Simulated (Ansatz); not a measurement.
Reactions of `SBBCl`.

Isolated molecules relaxed with PBE0-D4/def2-TZVP in Ansatz; ΔE leaves out vibrations. CCSD(T)/CBS is the MP2 limit (def2-TZVPP, def2-QZVPP) plus CCSD(T) − MP2 in def2-TZVPP, frozen cores. This one scheme is used for every species. DFT in def2-TZVPP. For Br outer-core shells are correlated without core-valence functions, which leaves a few kJ/mol of doubt a bond. Scalar relativity is left out up to krypton. One conformer a species, not always the lowest.

```json
{"reaction": "`SBBCl` + `OCS` → `SCOBCl` + `BS`", "ωB97X-V (eV)": "-1.67", "MP2/CBS(def2) (eV)": "-1.71", "CCSD(T)/CBS(def2) (eV)": "-1.66"}
{"reaction": "`SBBCl` + `C[SiH2]O` → `O[SiH2]CBS` + `BCl`", "ωB97X-V (eV)": "-0.27", "MP2/CBS(def2) (eV)": "-0.35", "CCSD(T)/CBS(def2) (eV)": "-0.28"}
{"reaction": "`SBBCl` + `CCBr` → `CC(Br)BS` + `BCl`", "ωB97X-V (eV)": "-0.11", "MP2/CBS(def2) (eV)": "-0.25", "CCSD(T)/CBS(def2) (eV)": "-0.18"}
{"reaction": "`SBBCl` + H₂O → `OBCl` + `BS`", "ωB97X-V (eV)": "-1.65", "MP2/CBS(def2) (eV)": "-1.63", "CCSD(T)/CBS(def2) (eV)": "-1.59"}
{"reaction": "`SBBCl` + `BC(C)C` → `CC(C)BS` + `BBCl`", "ωB97X-V (eV)": "-0.03", "MP2/CBS(def2) (eV)": "-0.04", "CCSD(T)/CBS(def2) (eV)": "-0.03"}
```

Largest T1 diagnostic: 0.015, for `BS`.
